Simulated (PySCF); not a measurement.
H3Zr, SMILES [ZrH3+] (connectivity only; charge and spin as stated), charge +1, multiplicity 1.

Geometry: PBE0-D3(BJ)/def2-TZVPD. The geometry has at least one imaginary mode, so it is a saddle point at that level. The spin state was assumed, not searched. The def2 effective core potentials stand for the cores of Zr; spin–orbit coupling is left out.

These are CAM-B3LYP/def2-TZVPD (PySCF) values and carry that method's errors.

```json
{
 "total_energy": "-48.40526 hartree",
 "point_group": "D3h",
 "highest_occupied_level": "-15.89 eV",
 "lowest_empty_level": "-8.69 eV",
 "orbital_gap": "7.20 eV",
 "dipole_moment_about_the_centre_of_nuclear_charge": "0.00 D",
 "mean_static_polarisability": "38.1 bohr³ (5.65 Å³)",
 "polarisability_principal_values": "23.8, 45.2, 45.2 bohr³"
}
```
